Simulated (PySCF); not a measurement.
# Electron correlation in Xe (xenon, neutral)

[Xe], closed-shell 1S. All numbers are calculated (PySCF 2.14, a scalar-relativistic core potential, in def2-SVP with the def2 core potential (28 electrons)). Frozen: 4s2 4p6 4d10; 8 electrons correlated.

MP2 pair energies summed by pair of shells (mhartree):

| pair | energy | share (%) |
| --- | --- | --- |
| 5p-5p | -105.31 | 72.6 |
| 5s-5p | -33.43 | 23.1 |
| 5s-5s | -6.22 | 4.3 |

Total MP2 correlation energy: -144.96 mhartree.

Same-spin part -35.90 and opposite-spin part -109.06 mhartree; SCS-MP2 scales them by 1/3 and 6/5 to -142.84 mhartree.

| level | correlation energy (mhartree) |
| --- | --- |
| CCSD | -160.06 |
| (T) | -4.91 |
| CCSD(T) | -164.97 |

Diagnostics: T1 = 0.0031, D1 = 0.0076, largest double amplitude 0.044.

Problem. Is a single reference adequate?

Solution. Yes, within this model without spin-orbit coupling: T1 lies below 0.03 and no double amplitude reaches 0.07.
